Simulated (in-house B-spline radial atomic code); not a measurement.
A fraction x of an electron is added to 5p in neutral tellurium, starting from [Kr] 4d10 5s2 5p4 and keeping the highest spin. All numbers are computed (scalar-relativistic (X2C) HSE06, spin-polarised, spherical fractional occupations; Fermi nucleus of rms radius 4.7423 fm) with a radial B-spline atomic code at the basis-set limit, not measured.

Caution: exact exchange at fractional occupations of open shells leaves self-interaction of up to several eV.

| x | E(x) - E(0) (eV) | 5p down level (eV) |
| --- | --- | --- |
| 0 | 0.0000 | -5.078 |
| 0.1 | -0.4769 | -4.460 |
| 0.2 | -0.8923 | -3.851 |
| 0.3 | ? | ? |
| 0.4 | -1.5433 | -2.666 |
| 0.5 | -1.7811 | -2.091 |
| 0.6 | -1.9621 | -1.530 |
| 0.7 | ? | ? |
| 0.8 | -2.1594 | -0.453 |

(1) What belongs in the row x = 0.3?

(2) What belongs in the row x = 0.7?

(3) Check Janak's theorem between x = 0.1 and 0.2.

Answers

(1) An energy change of -1.2474 eV; 5p down at -3.252 eV.

(2) An energy change of -2.0877 eV; 5p down at -0.984 eV.

(3) The slope of the energy is -4.15 eV; the orbital levels give -4.16 eV (ε of the filling orbital, averaged over the two points).
